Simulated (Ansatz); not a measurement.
HClO, charge +1, doublet, geometry from GFN2-xTB (a state made from the parent by changing its charge; the spin is typed, not shown lowest); BHLYP/6-31G** run with Ansatz (a quantum-chemistry and plane-wave program).

The Ansatz input:
Ansatz 0.2 input:
```yaml
crystal:
  periodic: [false, false, false]
  atoms:
    - {symbol: O, position_ang: [-0.04383216, 1.02148558, 0.01469068]}
    - {symbol: H, position_ang: [-0.96672120, 1.40203158, 0.00503415]}
    - {symbol: Cl, position_ang: [0.07749285, -0.56317154, -0.00720939]}
basis:
  gaussian:
    orbitals: 6-31G__.json
hamiltonian:
  xc: {name: BHLYP}
total_charge: 1
magnetization: {spin_polarized: true, initial_magnetization: 1}
```
The basis file holds 6-31G** in the JSON format of the Basis Set Exchange.

Output, abridged:

```
Functional definition: BHLYP
346 factors; integrals over basis functions are off by at most 7.2e-4 eV
mean field evaluation 1: about -14564.9873 eV, gradient 4.2e1 eV
mean field evaluation 2: about -14555.3086 eV, gradient 6.4e1 eV
mean field evaluation 4: about -14571.3073 eV, gradient 1.7e0 eV
mean field evaluation 8: about -14571.3468 eV, gradient 3.8e-1 eV
mean field evaluation 16: about -14571.3504 eV, gradient 3.8e-4 eV
mean field -14571.35038552 eV, -535.4872498518 hartree, gradient 3.6e-5 eV, S^2 0.756692; 1 other end points of the search recorded, 0 dependent functions left out
reference -14571.35046882 eV, -535.4872529130 hartree; 13, 12 occupied and 26, 27 virtual orbitals, 346 factors
Total energy: -14571.35046882 eV, -535.4872529130 hartree
```
